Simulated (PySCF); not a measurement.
## C₆ coefficients of unlike pairs at UHF

Calculated with PySCF 2.14 from the dipole response of each species, C₆(A,B) = (3/π) ∫ α_A(iu) α_B(iu) du, in atomic units, from isotropic polarisabilities. For ions this is the dispersion term alone; charge-induced terms of lower order in 1/R come first.

```csv
species,configuration,basis,relativity,α (bohr³),C₆ (like pair)
Si,[Ne] 3s2 3p2 (3P),dyall-av2z (13s9p2d),none,37.70,314.9
Li,[He] 2s1 (2S),aug-cc-pCVTZ (7s6p4d2f),none,169.9,1478
O,[He] 2s2 2p4 (3P),aug-cc-pVDZ-DK (4s3p2d),spin-free X2C,4.182,12.11
Cr³⁺,[Ar] 3d3 (4F),"aug-cc-pwCVTZ-DK with one added diffuse shell each of s, p, d, f, g type (11s10p8d5f4g)",spin-free X2C,1.965,4.977
```

(1) Estimate C₆ for O with Li.

No spin-orbit coupling is included.

The other pairs:

```json
{"pair": "Cr³⁺, O", "C₆": "7.439"}
{"pair": "Li, Si", "C₆": "534.9"}
{"pair": "Cr³⁺, Li", "C₆": "33.67"}
{"pair": "Cr³⁺, Si", "C₆": "28.20"}
{"pair": "O, Si", "C₆": "52.88"}
```

## Answers

(1) The integral gives 68.70. The combination rule 2 C_A C_B / (C_A α_B/α_A + C_B α_A/α_B) gives 67.75 and the geometric mean 133.8.
